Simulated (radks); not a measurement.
Q: These are the eigenvalues of the occupied orbitals of an atom or ion with whole-number occupations (hartree). Calculated with a radial shooting solver on a logarithmic mesh with Libxc functionals: non-relativistic Kohn-Sham, exchange-only PBE, spin-polarised, spherical densities, point nucleus.

1s: -861.2110
2s: -123.2014
2p: -114.4302
3s: -22.06425
3p: -18.55973
3d: -12.09019
4s: -2.86030
4p: -1.78209
4d: -0.12423

Which element is it, and in what charge state? The configuration may be excited. Open shells, if any, are filled with parallel spins first.

A: Z = 46, palladium, charge 0: Pd in [Kr] 4d10. The list shows which subshells hold electrons but not how many an open one holds; the 1s level, -861.21 hartree, gives Z - s = 41.5 by -(Z - s)^2/2, which with screening narrows Z to a few neighbours, and the depths of the outer levels then fix element, charge and occupations together.
